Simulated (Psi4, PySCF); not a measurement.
Approach curve of the dimer CH2O2 ··· CS2 (SMILES O=CO and S=C=S). Monomers: optimised at B3LYP-D3(BJ) (def2-TZVP), held rigid. Orientation: lowest of the rigid-body minima from ten starts at GFN2-xTB. R is the distance of the centres of mass, along which the second monomer moves. The table gives interaction energies.

```
R / Å      A      B      C
-----  -----  -----  -----
2.81   14.83  19.11  13.26
3.00    6.78  10.48   5.28
3.24    1.90   4.83   0.50
3.42    0.29   2.65  -1.04
3.59   -0.39   1.47  -1.65
3.83   -0.63   0.59  -1.82
4.11   -0.49   0.14  -1.58
4.39   -0.28  -0.03  -1.24
4.90   -0.06  -0.09  -0.72
5.61   -0.01  -0.03  -0.30
6.59    0.00   0.02  -0.08
7.95    0.00   0.01  -0.01
```

Energies in kcal/mol.

Assign the columns to these levels of theory: restricted BP86/6-31G*, spherical d, no counterpoise correction run with PySCF 2.14.0; revPBE-D3(BJ)/def2-TZVP, counterpoise-corrected (Psi4 1.11); Psi4 1.11 with revPBE/def2-TZVP, counterpoise-corrected.

A is RKS-BP86/6-31G*; B is revPBE/def2-TZVP; C is revPBE-D3(BJ)/def2-TZVP.
